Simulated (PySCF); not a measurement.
## Broadened absorption spectrum of C6H9NO

C₆H₉NO.
SMILES with atom numbers: `[CH2:1]=[N:2][C@@:3]12[CH2:4][CH2:5][CH2:6][C@@H:7]1[O:8]2` (hydrogens: H9, H10 on C1; H11, H12 on C4; H13, H14 on C5; H15, H16 on C6; H17 on C7)

Computed, not measured: TDDFT wB97X-D/def2-SVPD, vertical, gas phase, core orbitals frozen in the response (PySCF 2.14.0, density-fitted response routines). One conformer (not necessarily the lowest) at the GFN2-xTB geometry, without solvent, vibrations or thermal averaging.

Each state is given a Gaussian of 0.25 eV full width at half maximum, with ε(max) = 2.175×10⁸ f / Δν̃ (Δν̃ the width in cm⁻¹). The width is an assumption, not a result. The curve ends short of the highest state used, and states not computed would add to its high-energy end.

```
E (eV)  ε (L mol⁻¹ cm⁻¹)
  4.64                 2
  4.78                63
  4.93               499
  5.08               537
  5.22                95
  5.37                 2
  5.51                 0
  5.66                 0
  5.81                 0
  5.95                 0
  6.10                34
  6.25              1930
  6.39             13633
  6.54             16082
  6.69              2877
  6.83              4345
  6.98             10636
  7.13              3600
  7.27               216
  7.42                21
  7.57               380
  7.71               988
  7.86               471
  8.01               841
```

Problem. Where are the band maxima, and which computed states make them?

Solution. 247 nm (5.01 eV), ε about 670, made up of S1 (100%); 191 nm (6.48 eV), ε about 19000, made up of S2 (100%); 178 nm (6.97 eV), ε about 11000, made up of S3 (100%); 161 nm (7.72 eV), ε about 990, made up of S4 (100%) (ε in L mol⁻¹ cm⁻¹; maxima over ε = 5, shares over 10%). At its high-energy end, 8.01 eV, the curve is still rising (ε about 840, from S5). The states used: S1 5.01 eV (f 0.0062); S2 6.48 eV (f 0.177); S3 6.97 eV (f 0.099); S4 7.72 eV (f 0.0092); S5 8.12 eV (f 0.013); S6 8.46 eV (f 0.011); S7 8.56 eV (f 0.038); S8 8.61 eV (f 0.032).

Problem. What would ε be at 6.48 eV, the highest of these maxima, with half the width (0.125 eV)?

Solution. About 38200 L mol⁻¹ cm⁻¹ against 19100, a factor of about 2.00; a lone state at its own centre would give exactly 2.

Problem. On this curve, what absorbance would a 10⁻⁵ mol/L sample give at 254 nm over a 1 cm path?

Solution. 254 nm is 4.881 eV, where ε is about 320 L mol⁻¹ cm⁻¹, so A = ε c l ≈ 0.0032 (Beer–Lambert, with the gas-phase spectrum and the assumed width).

Problem. Coming from long wavelengths, where does ε first pass 100 L mol⁻¹ cm⁻¹?

Solution. At about 258 nm (4.80 eV), 0.21 eV below S1.
